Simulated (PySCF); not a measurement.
# Atomic charges by several schemes

Species: C₂H₇NOSi.
Atom-mapped SMILES: `[CH2:1]=[CH:2][O:3][SiH2:4][NH2:5]` (hydrogens: H6, H7 on C1; H8 on C2; H9, H10 on Si4; H11, H12 on N5)

Structure used (GFN2-xTB), in Å, numbered top down from 1:
```
atom  x, y, z in Å
C1     1.8338    0.6176   -0.0218
C2     1.4526   -0.5224    0.5260
O3     0.2505   -1.1055    0.4042
Si4   -1.0988   -0.7199   -0.4246
N5    -1.6562    0.8403    0.0555
H6     2.8244    1.0004    0.1362
H7     1.1635    1.1905   -0.6371
H8     2.1179   -1.1088    1.1522
H9    -0.8789   -0.6021   -1.8648
H10   -1.8955   -1.8811   -0.0367
H11   -2.5067    1.1981   -0.3459
H12   -1.6055    1.0922    1.0308
```

Density: PBE0/pcSseg-1 (PySCF); schemes: Mulliken, IAO, Hirshfeld and ESP-fitted. Isolated species at its GFN2-xTB geometry (one conformer only).

**Question.** Which atoms carry the highest charge in the Mulliken, IAO, Hirshfeld and ESP-fitted schemes?

**Answer.** All schemes agree: Mulliken Si4 (+0.928); IAO Si4 (+1.119); Hirshfeld Si4 (+0.432); ESP-fitted Si4 (+0.888).

**Question.** Which atoms carry the lowest charge in the Mulliken, IAO, Hirshfeld and ESP-fitted schemes?

**Answer.** All schemes agree: Mulliken N5 (-0.647); IAO N5 (-0.859); Hirshfeld N5 (-0.317); ESP-fitted N5 (-1.029).

**Question.** At which atom do the 4 schemes differ most?

**Answer.** At N5: from -1.029 (ESP-fitted) to -0.317 e (Hirshfeld), 0.712 e apart.

**Question.** Tabulate the Mulliken, IAO, Hirshfeld and ESP-fitted charges.

**Answer.** In e:

| atom | environment | Mulliken | IAO | Hirshfeld | ESP-fitted |
| --- | --- | --- | --- | --- | --- |
| C1 | terminal =CH2 carbon | -0.282 | -0.409 | -0.147 | -0.648 |
| C2 | vinylic carbon bearing oxygen | +0.135 | +0.071 | +0.032 | +0.213 |
| O3 | silyl ether oxygen | -0.595 | -0.585 | -0.197 | -0.423 |
| Si4 | oxygen-bound silicon | +0.928 | +1.119 | +0.432 | +0.888 |
| N5 | silicon-bound nitrogen | -0.647 | -0.859 | -0.317 | -1.029 |
| H6 | vinylic hydrogen | +0.120 | +0.160 | +0.046 | +0.214 |
| H7 | vinylic hydrogen | +0.135 | +0.156 | +0.039 | +0.242 |
| H8 | vinylic hydrogen | +0.097 | +0.152 | +0.051 | +0.102 |
| H9 | Si–H hydrogen | -0.137 | -0.166 | -0.085 | -0.144 |
| H10 | Si–H hydrogen | -0.141 | -0.172 | -0.093 | -0.193 |
| H11 | N–H hydrogen | +0.193 | +0.267 | +0.121 | +0.379 |
| H12 | N–H hydrogen | +0.194 | +0.265 | +0.119 | +0.398 |

Mean size of the charges over all atoms: ESP-fitted 0.406 e, IAO 0.365 e, Mulliken 0.300 e, Hirshfeld 0.140 e. Each set sums to the total charge, 0, to within 0.001 e. The Hirshfeld scheme divides the density at each point in proportion to the densities of the neutral, spherically averaged free atoms.

**Question.** How many electrons does the ESP-fitted scheme count on C2?

**Answer.** Z − q = 6 − (+0.213) = 5.787.

**Question.** How closely do the schemes follow one another over all atoms?

**Answer.** Correlation coefficient and root-mean-square difference: IAO with Hirshfeld 1.00, 0.300 e; Mulliken with IAO 0.99, 0.100 e; Mulliken with Hirshfeld 0.99, 0.219 e; IAO with ESP-fitted 0.96, 0.138 e; Hirshfeld with ESP-fitted 0.96, 0.327 e; Mulliken with ESP-fitted 0.94, 0.186 e.

**Question.** Sum the charges by element, for elements with more than one atom.

**Answer.** 
| element | atoms | Mulliken | IAO | Hirshfeld | ESP-fitted |
| --- | --- | --- | --- | --- | --- |
| C | 2 | -0.147 | -0.338 | -0.115 | -0.435 |
| H | 7 | +0.461 | +0.662 | +0.198 | +0.998 |
